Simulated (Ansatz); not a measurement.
`[SiH3][SnH]([Cl])[Cl]` and `[Cl][SnH2][Cl]` differ in one atom or group.

Ansatz, PBE0-D4/def2-TZVP geometries, multiplicity 1. 

Elements past krypton have def2 core potentials.

| property | `[SiH3][SnH]([Cl])[Cl]` |
| --- | --- |
| HOMO–LUMO gap (B3LYP/def2-TZVPP) / eV | 6.36 |
| LUMO energy (PBE/def2-TZVPP) / eV | -2.30 |
| LUMO energy (PBE0/def2-TZVPP) / eV | -1.42 |
| zero-point energy (PBE0-D4/def2-TZVP) / kJ/mol | 89.1 |
| size of the dipole moment (B3LYP/def2-TZVPP) / D | 3.47 |
| HOMO energy (ωB97M-V/def2-TZVPP) / eV | -10.30 |

(1) What does the change do to each property? (Estimate.)

Answers

(1) Ansatz gave: 
| property | `[Cl][SnH2][Cl]` | shift |
| --- | --- | --- |
| HOMO–LUMO gap (B3LYP/def2-TZVPP) / eV | 7.00 | 0.64 |
| LUMO energy (PBE/def2-TZVPP) / eV | -2.30 | 0.00 |
| LUMO energy (PBE0/def2-TZVPP) / eV | -1.37 | 0.05 |
| zero-point energy (PBE0-D4/def2-TZVP) / kJ/mol | 42.5 | -46.6 |
| size of the dipole moment (B3LYP/def2-TZVPP) / D | 2.57 | -0.90 |
| HOMO energy (ωB97M-V/def2-TZVPP) / eV | -11.15 | -0.85 |

With PBE0 the HOMO falls by 0.66 eV and the LUMO rises by 0.05 eV, so the gap widens by about 0.71 eV. PBE moves the HOMO by -0.50 eV and ωB97M-V by -0.85 eV. The zero-point energy changes by -46.6 kJ/mol with -9 modes. Dipoles are sizes alone; their direction can turn.

B3LYP here is the variant with VWN-RPA as its local correlation; programs differ in this.
